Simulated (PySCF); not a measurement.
Geometry (Å), atoms numbered from 1 in this order:
```xyz
11

O     0.2428    1.7570    1.4207
C     0.9132    1.2999    0.5141
C     0.5142    0.1269   -0.2678
C     1.2705   -0.3217   -1.2585
S     2.1360   -0.8581   -2.4198
B    -0.8531   -0.6048    0.0784
O    -1.2005   -1.7003   -0.6417
O    -1.6192   -0.1187    1.0723
H     1.8835    1.7740    0.2437
H    -2.0461   -2.0568   -0.3470
H    -1.1853    0.6676    1.4670
```

Geometry: PBE0-D3(BJ)/def2-SVP; GIAO absolute shieldings from PySCF 2.14.0 with density-fitted response routines, gas phase, non-relativistic, averaged over equivalent atoms.

At PBE0/STO-3G (47 basis functions, 4.5 s wall time on 1 thread of an Arm Neoverse V1, shared host):
```tsv
atoms	σ (ppm)
O1	-197.4
O7/O8	283.9
C4	36.7
C2	99.2
C3	167.4
S5	362.4
B6	104.3
H9	22.88
H10/H11	27.60
```

Estimate the result of repeating the calculation with B97-D/pcSseg-1.

## Answers


```tsv
atoms	σ at B97-D/pcSseg-1	change
O1	-257.4	-60.0
O7/O8	198.8	-85.1
C4	-62.2	-98.9
C2	-9.5	-108.7
C3	108.1	-59.3
S5	244.2	-118.2
B6	72.6	-31.7
H9	21.25	-1.63
H10/H11	25.21	-2.39
```

The largest change is at S5 (thione sulfur). Cost: 158 basis functions, 26 s wall time on 1 thread of an Arm Neoverse V1, shared host. The order of the carbon signals is the same at both levels.

A carbon bonded to boron is broadened by the quadrupolar boron nucleus and is often missing from a measured spectrum.
